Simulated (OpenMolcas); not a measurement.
Pm2+ among 12 point charges of -1 e arranged as a cuboctahedron (Oh).

```
Program             : OpenMolcas 26.06
Method              : CASSCF
Basis               : ANO-RCC-VDZP [7s6p4d2f1g]
Scalar Hamiltonian  : DKH2, point nucleus
Active space        : 5 electrons in 7 orbitals (4f)
State averaging     : 2S+1 = 6 odd, 21 roots; 2S+1 = 4 odd, 128 roots kept (CI in the orbitals of an earlier block, 108 in the spin-orbit step); 2S+1 = 2 odd, 149 roots kept (CI in the orbitals of an earlier block, 39 in the spin-orbit step)
Spin-orbit coupling : RASSI with atomic mean-field integrals over the reference wave functions
```

All point charges move together. At R = 2.64 Å the width of the lowest J multiplet is 46 cm-1, and at R = 3.06 Å it is 22 cm-1.

A third run gives 31 cm-1. What distance was it run at?

With a power law R^-n the two known points give n = -ln(22 / 46) / ln(3.06 / 2.64) = 5.00. Then R = 2.64 × (46 / 31)^(1/5.00) = 2.857 Å. The run was at 2.84 Å, so the estimate is off by +0.017 Å.

High states are left out of the spin-orbit mixing, which shifts the levels that they would mix with. Point charges carry no covalency, so the field is a model and not that of real ligands. A group larger than the point group allows holds several states that coincide in this model. No measured value stands beside these numbers.
